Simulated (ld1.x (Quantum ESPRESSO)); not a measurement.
# Logarithmic derivatives: rhodium (Rh), PAW

- Element: Rh
- Generator: ld1.x (Quantum ESPRESSO) 7.5
- Type: PAW
- Functional: revPBE
- Relativity: scalar-relativistic
- Frozen core: [Kr]
- Valence charge: 9
- Reference configuration: 4d9 5s0 5p0
- Partial waves: 5s (bound, empty): rcut 1.95, rcutus 2.45 bohr; 5s channel at 3.1 Ry: rcut 1.95, rcutus 2.45 bohr; 5p (bound, empty): rcut 3.10, rcutus 4.30 bohr; 5p channel at 0.55 Ry: rcut 3.10, rcutus 4.30 bohr; 4d (bound): rcut 1.95, rcutus 2.20 bohr; 4d channel at 4.05 Ry: rcut 1.95, rcutus 2.20 bohr
- Local potential: all-electron potential smoothed inside 1.80 bohr (lloc = -1)
- Core correction: Bessel-smoothed model core inside 1.55 bohr
- Augmentation charge: BESSEL, radius 1.45 bohr

The phase is arctan(r·u′/u) with u = r·R(r), unwrapped; energies in Ry, scanned from -2 to 5 Ry. A pole is an energy at which the radial function vanishes at the test radius. The pseudo phase is shifted by a multiple of π to meet the all-electron one at the reference energy, and phase errors are pseudo minus all-electron; the curves can meet again beyond the range given. Levels narrower than the energy grid can be missing from the lists of poles. Where the grid stepped over a known ghost or core level, its pole and its step of π were put in at the level’s energy.

| channel | radius (bohr) | reference energy (Ry) | poles, all-electron | poles, pseudo | unbroken range about the reference energy with phases within 0.05 rad | phase error 1 Ry above the reference energy (rad) |
| --- | --- | --- | --- | --- | --- | --- |
| s | 4.65 | -0.24 | -0.02, 2.15 | -1.36, -0.02, 2.15 | above -1.4 | -0.002 |
| p | 4.65 | -0.03 | 0.46, 2.77 | 0.46, 1.76, 2.90 | below 1.2 | -0.003 |
| d | 4.65 | -0.26 | -0.24, 1.38, 3.97 | -0.24, 1.37, 3.97 | the whole range | -0.005 |

Note: ghost state, extra bound levels that the all-electron valence spectrum of the same l lacks: s at -18.5 eV. A true bound ghost makes a file unfit for plane-wave use.

Phases in the d channel:

| E (Ry) | all-electron | pseudo |
| --- | --- | --- |
| -2.00 | 1.423 | 1.423 |
| -1.52 | 1.403 | 1.403 |
| -1.04 | 1.371 | 1.371 |
| -0.56 | 1.304 | 1.304 |
| -0.08 | -1.865 | -1.866 |
| 0.40 | -2.506 | -2.511 |
| 0.88 | -4.450 | -4.453 |
| 1.36 | -4.708 | -4.710 |
| 1.84 | -4.845 | -4.847 |
| 2.32 | -5.224 | -5.237 |
| 2.80 | -7.485 | -7.490 |
| 3.28 | -7.751 | -7.751 |
| 3.76 | -7.830 | -7.830 |
| 4.24 | -7.883 | -7.883 |
| 4.72 | -7.941 | -7.941 |
